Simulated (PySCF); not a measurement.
```
wavenumber (cm⁻¹)  absorption (km/mol per cm⁻¹)
                0                         0.006
                8                         0.007
               16                         0.007
               24                         0.008
               32                         0.009
               39                         0.011
               47                         0.013
               55                         0.016
               63                         0.019
               71                         0.025
               79                         0.035
               87                         0.051
               95                         0.085
              103                         0.171
              110                         0.478
              118                         1.386
              126                         0.554
              134                         0.191
              142                         0.093
              150                         0.056
              158                         0.039
              166                         0.030
              174                         0.025
              181                         0.021
              189                         0.019
              197                         0.018
              205                         0.018
              213                         0.018
              221                         0.018
              229                         0.019
              237                         0.020
              245                         0.022
              252                         0.024
              260                         0.027
              268                         0.030
              276                         0.034
              284                         0.039
              292                         0.046
              300                         0.055
              308                         0.067
              316                         0.084
              323                         0.108
              331                         0.145
              339                         0.205
              347                         0.312
              355                         0.528
              363                         1.065
              371                         2.911
              379                         9.221
              387                         4.274
              394                         1.389
              402                         0.639
              410                         0.361
              418                         0.231
              426                         0.160
              434                         0.117
              442                         0.090
              450                         0.071
              458                         0.057
              465                         0.047
```

This is the computed harmonic infrared spectrum of singlet SnCl₄, Lorentzian lines of 12 cm⁻¹ full width. Level of theory: PBE in PySCF with Sn def2-TZVP with ECP28, Cl def2-TZVP; scalar-relativistic core potentials, no spin–orbit coupling; density-fitted integrals.

Problem. Which bands make it up, and how are they assigned?

Solution. In Td symmetry, counting bands above 1 % of the strongest: 119 cm⁻¹ (t2, bend, 26 km/mol); 380 cm⁻¹ (t2, stretch, 181 km/mol).
